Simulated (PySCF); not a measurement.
A structure optimised at PBE0-D3(BJ)/def2-SVP, used in a PySCF frequency run:

```
C
F 1 1.3608
C 1 1.4859 2 116.31
H 3 1.0923 1 115.84 2 1.20
H 3 1.0931 4 115.09 1 -143.91
C 1 1.4924 2 112.12 3 146.65
H 6 1.0974 1 110.50 2 169.64
H 6 1.0988 7 109.07 1 121.10
C 1 1.4937 2 116.20 6 144.52
H 9 1.0927 1 115.61 2 -0.97
H 9 1.0933 10 115.01 1 144.96
Cl 6 1.7888 7 107.56 8 116.15
```

**Question.** Write its SMILES and formula.

**Answer.** FC1(CCl)CC1, C4H6ClF

**Question.** What are its rotational constants (standard atomic weights)?

**Answer.** 5.4964, 1.8063, 1.6487 GHz
